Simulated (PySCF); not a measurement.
C5H5N.

```xyz
11

C     -1.4957     1.8140     0.8570
C     -0.8909     0.8468     0.4432
C     -0.1953    -0.3213    -0.0202
N     -0.9691    -1.4941    -0.1443
C      1.0894    -0.2309    -0.3488
C      2.3377    -0.1285    -0.7253
H     -2.0221     2.6784     1.2148
H     -1.6397    -1.6076     0.6116
H     -0.4087    -2.3326    -0.2668
H      2.6133     0.0859    -1.7675
H      3.1698    -0.2454    -0.0173
```
Charge 0, spin multiplicity 1.

The structure is a stationary point at B3LYP-D3(BJ)/def2-SVP. The structure was generated by enumeration, and PubChem lists no compound with its InChIKey, so it may never have been made. Other conformers were not sampled.

Computed with PBE/pcSseg-1 (PySCF). Non-relativistic, no solvent.

Q: Give the absolute GIAO shielding of each atom: isotropic value and principal components (ppm). (Estimate from the structure and the level; the computed values follow.)

A: 
```json
[
 {"atom": "C1", "σ(iso)": "90.6", "σ11": "34.5", "σ22": "41.8", "σ33": "195.5", "span": "161.0"},
 {"atom": "C2", "σ(iso)": "99.1", "σ11": "3.0", "σ22": "4.4", "σ33": "289.9", "span": "287.0"},
 {"atom": "C3", "σ(iso)": "74.0", "σ11": "10.2", "σ22": "78.3", "σ33": "133.5", "span": "123.3"},
 {"atom": "N4", "σ(iso)": "198.9", "σ11": "162.7", "σ22": "211.5", "σ33": "222.6", "span": "59.9"},
 {"atom": "C5", "σ(iso)": "-45.7", "σ11": "-78.4", "σ22": "-50.9", "σ33": "-7.9", "span": "70.5"},
 {"atom": "C6", "σ(iso)": "89.4", "σ11": "9.7", "σ22": "101.1", "σ33": "157.3", "span": "147.7"},
 {"atom": "H7", "σ(iso)": "28.1", "σ11": "24.5", "σ22": "24.7", "σ33": "34.9", "span": "10.5"},
 {"atom": "H8", "σ(iso)": "29.6", "σ11": "23.5", "σ22": "28.0", "σ33": "37.5", "span": "14.0"},
 {"atom": "H9", "σ(iso)": "29.7", "σ11": "23.5", "σ22": "28.0", "σ33": "37.6", "span": "14.1"},
 {"atom": "H10", "σ(iso)": "25.4", "σ11": "23.5", "σ22": "24.2", "σ33": "28.5", "span": "5.0"},
 {"atom": "H11", "σ(iso)": "25.5", "σ11": "23.6", "σ22": "24.2", "σ33": "28.5", "span": "4.8"}
]
```
